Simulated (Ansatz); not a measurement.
Total energies of H₃O₃STa (`[OH][Ta]([OH])([OH])=[S]`).

Z-matrix (Å, degrees):
```
Ta
O 1 1.894
O 1 1.894 2 108.7
O 1 1.894 2 108.7 3 118.2
S 1 2.168 2 110.2 3 -120.9
H 2 0.958 1 130.8 3 120.9
H 3 0.958 1 130.8 2 -120.9
H 4 0.957 1 130.8 2 120.9
```

Total charge 0; spin multiplicity 1. Correlated methods include outer-core shells of Ta, which these sets cover unevenly. Ta takes the def2 core potential. The structure was optimised at the PBE0-D4/def2-TZVP level. It is one conformer, not always the lowest. Basis def2-TZVPP, Ansatz 0.2.0.

RPA on PBE orbitals: Hartree–Fock energy of these orbitals -680.53764 Eh, correlation -1.94264 Eh (frozen core).

```csv
functional,energy without D4 (Eh),D4 term (kJ/mol)
LDA (SPW92),-679.98440,–
r2SCAN0,-682.86193,-5.4
```

Give the same for PBE, revPBE, BLYP, r2SCAN, B97M-V, PBE0, B3LYP, r2SCANh, HSE06 (plane-wave form), BHLYP, CAM-B3LYP, LC-ωPBE, ωB97X-V, ωB97M-V, B2PLYP, PBE-QIDH. (Estimate.)

Ansatz gave: 
```tsv
functional	energy without D4 (Eh)	D4 term (kJ/mol)
PBE	-682.69550	-18.6
revPBE	-682.98134	-44.3
BLYP	-683.02126	-38.9
r2SCAN	-682.96536	-4.4
B97M-V	-682.89730	–
PBE0	-682.66975	-16.1
B3LYP	-683.10098	-30.2
r2SCANh	-682.92322	-4.8
HSE06 (plane-wave form)	-682.65181	-15.2
BHLYP	-682.81932	-27.1
CAM-B3LYP	-682.95432	-16.7
LC-ωPBE	-682.82448	–
ωB97X-V	-682.88629	–
ωB97M-V	-682.88635	–
B2PLYP	-682.68910	–
PBE-QIDH	-682.46602	–
```

B3LYP takes the VWN-RPA correlation (the form of Gaussian; ORCA's B3LYP/G). HSE06 is the plane-wave form, built on full-range PBE exchange. The double hybrids freeze the cores in their second-order part.

LC-ωPBE has ω = 0.4 bohr⁻¹.
